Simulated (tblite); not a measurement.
Input of a run (GFN2-xTB geometry optimisation, gas phase (tblite 0.8.0)), started from a force field or distance geometry:
```
{"job": {"kind": "relax", "xc": "GFN2-xTB", "basis": "xTB"}, "charge": 0, "multiplicity": 2}
C     -2.923100     0.276100    -0.230500
C     -1.447900     0.430400    -0.043000
C     -0.686400    -0.875400    -0.200500
C      0.749600    -0.558900     0.010300
S      2.090300    -0.706600    -1.147500
C      3.281200    -0.161700    -0.019600
C      2.635900     0.095000     1.156900
C      1.315800    -0.118200     1.174200
F      0.539800     0.091800     2.300800
H     -3.431000     0.119500     0.744800
H     -3.091200    -0.524400    -0.973300
H     -3.313500     1.212400    -0.665200
H     -1.058200     1.133600    -0.798100
H     -1.184500     0.828300     0.960000
H     -1.031200    -1.648600     0.503100
H      4.349600    -0.038800    -0.181200
H      3.197800     0.457600     2.048400
```

Output (eV, eV/Å):
```
step      E/eV     max force
  0    -732.59866    4.601
  1    -732.86498    1.811
  2    -732.95778    0.912
  3    -733.05815    0.905
  4    -733.09607    0.818
  5    -733.13438    0.497
  6    -733.16041    0.404
  7    -733.19315    0.452
  8    -733.22031    0.429
  9    -733.24679    0.394
 10    -733.27249    0.416
 11    -733.30099    0.428
 12    -733.33782    0.557
 13    -733.38951    0.711
 14    -733.44496    0.803
 15    -733.48872    0.759
 16    -733.43982    2.902
 17    -733.53480    0.575
 18    -733.55021    0.372
 19    -733.57071    0.277
 20    -733.59500    0.315
 21    -733.60528    0.334
 22    -733.62251    0.289
 23    -733.64105    0.269
 24    -733.65951    0.319
 25    -733.67484    0.274
 26    -733.69049    0.354
 27    -733.70942    0.587
 28    -733.72987    0.593
 29    -733.76560    0.456
 30    -733.82339    0.625
 31    -733.86066    0.641
 32    -733.90723    0.599
 33    -733.95038    0.511
 34    -733.99182    0.457
 35    -734.01349    0.738
 36    -734.05248    0.389
 37    -734.08257    0.275
 38    -734.10232    0.321
 39    -734.11444    0.351
 40    -734.12612    0.327
 41    -734.13750    0.297
 42    -734.14886    0.276
 43    -734.15807    0.225
 44    -734.16525    0.217
 45    -734.17344    0.270
 46    -734.18217    0.219
 47    -734.19246    0.268
 48    -734.20011    0.201
 49    -734.20869    0.173
 50    -734.21596    0.188
 51    -734.22257    0.200
 52    -734.22887    0.176
 53    -734.23634    0.198
 54    -734.24457    0.267
 55    -734.25106    0.230
 56    -734.25654    0.173
 57    -734.26149    0.164
 58    -734.26833    0.202
 59    -734.27153    0.143
 60    -734.27472    0.115
 61    -734.27656    0.098
 62    -734.27862    0.104
 63    -734.28065    0.104
 64    -734.28274    0.102
 65    -734.28484    0.116
 66    -734.28703    0.134
 67    -734.28917    0.118
 68    -734.29091    0.106
 69    -734.29231    0.084
 70    -734.29363    0.084
 71    -734.29513    0.106
 72    -734.29641    0.100
 73    -734.29739    0.062
 74    -734.29807    0.068
 75    -734.29870    0.071
 76    -734.29939    0.075
 77    -734.30015    0.061
 78    -734.30077    0.056
 79    -734.30119    0.076
 80    -734.30148    0.055
 81    -734.30187    0.044
 82    -734.30232    0.046
 83    -734.30274    0.059
 84    -734.30305    0.053
 85    -734.30335    0.047
 86    -734.30370    0.039
 87    -734.30411    0.048
 88    -734.30450    0.052
 89    -734.30483    0.049
 90    -734.30516    0.040
 91    -734.30551    0.040
 92    -734.30582    0.037
 93    -734.30602    0.044
 94    -734.30612    0.033
 95    -734.30619    0.023
 96    -734.30627    0.016
 97    -734.30633    0.014
 98    -734.30636    0.012
 99    -734.30639    0.011
100    -734.30641    0.009
```

Q: Summarise the run.

A: The energy falls by 164.8 kJ/mol over 100 L-BFGS steps, the largest force on an atom goes from 4.60 to 0.009 eV/Å, and the atoms move by 0.889 Å rms after alignment. The bond that changes most is C3–C4 (ends: carbon bonded to 2 C and H; carbon bonded to 2 C and S), which shortens by 0.121 Å. Bonds longer at the end by more than 0.005 Å: 3 of 17; shorter: 13. Among the angles that change most is C2–C3–C4, from 106.7° to 125.3°. Among the dihedrals that turn most is H15–C3–C4–C8, from -58° to 179°. The energy rose by more than 1e-5 eV at step 16. The first step brought 16 % of the lowering.

Q: What are the final bond lengths?

A: C1–C2 1.525 Å, C2–C3 1.488 Å, C3–C4 1.364 Å, C4–S5 1.768 Å, S5–C6 1.722 Å, C6–C7 1.370 Å, C7–C8 1.388 Å, C8–F9 1.347 Å, C4–C8 1.414 Å, C1–H10 1.088 Å, C1–H11 1.088 Å, C1–H12 1.087 Å, C2–H13 1.097 Å, C2–H14 1.091 Å, C3–H15 1.080 Å, C6–H16 1.070 Å, C7–H17 1.075 Å. Numbering counts from 1 in the input's order; the species is `CC[CH]c1sccc1F` [radical].

GFN2-xTB frequencies show an imaginary mode (24i cm⁻¹), so the point is no minimum at that level. 3 starts were optimised and ended at 0.00, 0.17 and 0.75 kcal/mol (GFN2-xTB); the lowest of these is shown.

One conformer stands for the species.

All values are computed, not measured.
